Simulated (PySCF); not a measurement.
A side-by-side comparison of computed properties.

First species: C10H8.
SMILES: `C#CC#CC1=CCC=CC1`

Second species: Ta(NH)Br3 (singlet state).
Cartesian coordinates in Å at the PBE0-D3(BJ)/def2-SVP level; atoms count from 1:
```xyz
6
Br3HNTa angstrom
Ta     0.030   -0.078   -0.397
N     -0.031    0.135    1.334
H     -0.070    0.264    2.339
Br     2.387   -0.140   -1.048
Br    -1.067    1.859   -1.393
Br    -1.185   -2.136   -0.904
```

Levels: PBE0/def2-SVPD for HOMO energy, LUMO energy, HOMO–LUMO gap and static isotropic polarisability; TDDFT PBE0/def2-SVPD for lowest singlet excitation. Geometries: PBE0-D3(BJ)/def2-SVP. Each species is one conformer at its optimised geometry, gas phase (atoms past krypton carry core potentials, spin–orbit coupling is left out); the electronic structure was computed with PySCF and density fitting.

| property | column X | column Y |
| --- | --- | --- |
| HOMO energy | -6.50 eV | -8.42 eV |
| LUMO energy | -1.40 eV | -2.71 eV |
| HOMO–LUMO gap | 5.10 eV | 5.71 eV |
| lowest singlet excitation | 4.22 eV | 4.17 eV |
| static isotropic polarisability | 131.2 au | 114.1 au |

(1) Which column belongs to which species?

(2) How does each property change from the first species to the second?

Results:

(1) Column X is the first species and column Y the second. The first has 18 atoms and 68 electrons, the second 6 and 186.

(2) HOMO energy -1.92 eV; LUMO energy -1.31 eV; HOMO–LUMO gap +0.61 eV; lowest singlet excitation -0.05 eV; static isotropic polarisability -17.1 au.

On the first: The polarisability is 19.45 Å³ as a volume (1 au = 0.148185 Å³), or 1.93 au for each of the 68 electrons. No computed singlet falls in the visible range (750 to 380 nm, 1.65 to 3.26 eV); S1 lies 0.96 eV above its blue end.

On the second: The polarisability is 16.91 Å³ as a volume (1 au = 0.148185 Å³). The principal polarisabilities are 101.5, 119.4 and 121.4 au; their mean is the isotropic value. Atoms past krypton carry effective core potentials; spin–orbit coupling is left out.
